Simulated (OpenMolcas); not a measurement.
# Ce3+: moving the ligands

Ce3+ with 6 ligands (chloride) in trigonal antiprismatic coordination (D3d) at 2.77 Å, a polar angle of 50.4° against the regular 54.74°. A charge of +0.5 e stands 2.6 Å behind each ligand. Ligand basis ANO-RCC-VDZP.

```json
{"Program": "OpenMolcas", "Method": "CASSCF", "Basis": "ANO-RCC-VDZP [7s6p4d2f1g]", "Scalar Hamiltonian": "DKH2, point nucleus", "Active space": "1 electron in 7 orbitals (4f)", "State averaging": "2S+1 = 2 odd, 7 roots", "Spin-orbit coupling": "RASSI with atomic mean-field integrals over the reference wave functions"}
```

Runs around this geometry, states (labels of D3, the rotations of D3d). Energies in cm-1 above the lowest state or level, χT in cm3 K/mol.

```csv
R (Å),Ground state,First state of that spin,First gap with spin-orbit (degeneracies),Width of lowest J,χT at 300 K
2.64,2A2,2A1 191.3,"550.5 (2, 2)",623,0.585
2.77,2A2,2A1 117.2,"457.5 (2, 2)",516,0.650
2.9,2A2,2A1 74.6,"388.8 (2, 2)",430,0.698
```

Taking the width of the lowest J multiplet as R^-n, n = -ln(430 / 623) / ln(2.9 / 2.64) = 3.9 between the shortest and longest distance.

No measured value stands beside these numbers; the geometry is a model, was not optimised and need not be the one that this ion takes.
